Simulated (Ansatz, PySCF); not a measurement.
Al(F)(Cl)(Et) (C2H5AlClF), SMILES C[CH2][Al]([F])[Cl].

Geometry optimised at B3LYP-D3(BJ)/def2-SVP. The structure was generated by enumeration; whether it is a known compound was not checked. The values are those of a single conformer.

Vertical ionisation energy (IE) and electron affinity (EA) in eV. Rows of orbital energies are one-electron estimates. Where ΔSCF, EOM or ADC give a negative EA the extra electron is unbound and the value depends on the basis.

```json
[
 {"level": "−ε(HOMO), −ε(LUMO), CAM-B3LYP/def2-TZVP (PySCF)", "IE": "9.80", "EA": "-0.28"},
 {"level": "−ε(HOMO), −ε(LUMO), PBE/def2-TZVP (PySCF)", "IE": "7.13", "EA": "1.40"},
 {"level": "ΔSCF, PBE0/def2-SVPD (Ansatz), final states of multiplicity 2 and 2", "IE": "10.59", "EA": "-0.32"},
 {"level": "ΔSCF, PBE/def2-SVPD (Ansatz), final states of multiplicity 2 and 2", "IE": "10.21", "EA": "-0.19"}
]
```

Task: What vertical singlet–triplet gap does ΔSCF give with PBE0/def2-SVPD (Ansatz, a quantum-chemistry and plane-wave program) and with PBE/def2-SVPD (Ansatz)? (The exact figures need the calculation; the answer reports its results.)

Result: 6.03 and 5.59 eV (triplet above singlet where positive).
